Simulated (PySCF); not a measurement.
Polarisability as a sum over states

Species: (F3Si)2S.
Cartesian coordinates in Å at the PBE0-D3(BJ)/def2-SVP level; atoms count from 1:
```
atom  x, y, z in Å
Si1    1.4636   -0.2391    0.6184
F2     1.4607   -1.0131   -0.7787
F3     2.8985    0.4095    0.8618
F4     1.2040   -1.3074    1.7710
S5     0.0402    1.3178    0.6233
Si6   -1.4309    0.3705   -0.5558
F7    -1.1731    0.5523   -2.1167
F8    -1.4935   -1.1940   -0.2421
F9    -2.8368    1.0339   -0.2070
```

Computed with TDDFT wB97X-D/def2-SVPD, vertical, gas phase, core orbitals frozen in the response in PySCF 2.14.0, density-fitted response routines.

Excitation energies and transition dipoles (atomic units, axes of the coordinates) of those of the lowest 10 singlets that add 0.02 au or more to the mean polarisability:

```tsv
state	ΔE (hartree)	μx	μy	μz
S2	0.2674	0.051	0.138	-0.292
S3	0.2877	-0.173	-0.142	0.308
S4	0.3182	0.374	-0.004	-0.015
S5	0.3279	-0.011	-0.417	-0.198
S6	0.3477	0.013	0.183	0.090
S7	0.3518	-0.431	0.030	-0.024
S8	0.3550	-0.004	-0.172	-0.075
S9	0.3606	0.178	0.137	-0.288
S10	0.3631	0.008	0.581	0.280
```

Q: What does each state add to αxx, αyy and αzz, and how do the sums compare with the full static tensor?

A: Each state adds 2 μα² / ΔE.

| state | αxx (au) | αyy (au) | αzz (au) |
| --- | --- | --- | --- |
| S2 | 0.02 | 0.14 | 0.64 |
| S3 | 0.21 | 0.14 | 0.66 |
| S4 | 0.88 | 0.00 | 0.00 |
| S5 | 0.00 | 1.06 | 0.24 |
| S6 | 0.00 | 0.19 | 0.05 |
| S7 | 1.06 | 0.01 | 0.00 |
| S8 | 0.00 | 0.17 | 0.03 |
| S9 | 0.18 | 0.10 | 0.46 |
| S10 | 0.00 | 1.86 | 0.43 |
| all 10 states | 2.3 | 3.7 | 2.5 |
| full response | 68.1 | 59.1 | 57.2 |
| share (%) | 3 | 6 | 4 |

The rest comes from the higher roots of the same response equations.

Q: Give the full tensor and its principal values.

A: In au, rows and columns x, y, z:
```
x   68.1 -2.9  5.7
y   -2.9 59.1  0.9
z    5.7  0.9 57.2
```
Principal values 54.0, 59.4 and 71.0 au; mean 61.5 au (9.11 Å³).

Q: By how much does the contribution of these states grow at 589.3 nm?

A: With ω = 0.0773 hartree each state's term in the mean polarisability goes from f / ΔE² to f / (ΔE² − ω²), f = (2/3) ΔE |μ|²; the sum over all 10 states goes from 2.84 to 3.01 au, a rise of 0.17 au.
